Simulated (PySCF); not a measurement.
Computed shifts of a molecule C2H4ClFOSi, B3LYP/pcSseg-1 (PySCF), GIAO, gas phase, atoms alike by connectivity averaged where their shifts nearly agree, in ppm (number of nuclei): ¹³C: 199.2 (1), 44.5 (1). ²⁹Si: 8.8 (1). ¹⁹F: -157.5 (1). ¹H: 9.92 (1), 5.66 (1), 2.89 (1), 2.55 (1). References: ¹⁷O against H2O (σ = 333.8 ppm); ¹³C against TMS (σ = 181.3 ppm); ²⁹Si against TMS (σ = 338.7 ppm); ¹⁹F against CFCl3 (σ = 161.7 ppm); ³⁵Cl against HCl (σ = 933.3 ppm); ¹H against TMS (σ = 31.68 ppm), references at their B3LYP-D3(BJ)/def2-TZVP geometries, non-relativistic (without spin–orbit terms, shifts of atoms bonded to Cl or Br come out too high). Geometry optimised at PBE0-D3(BJ)/def2-SVP. Other conformers were not sampled.

### Question
Which molecule gave these data?
A. O=CC[Si@@H](F)Cl
B. O[Si@@H](F)/C=C\Cl
C. C=C(Cl)[Si@@H](O)F
D. CC(=O)[Si@@H](F)Cl

### Answer
A, O=CC[Si@@H](F)Cl
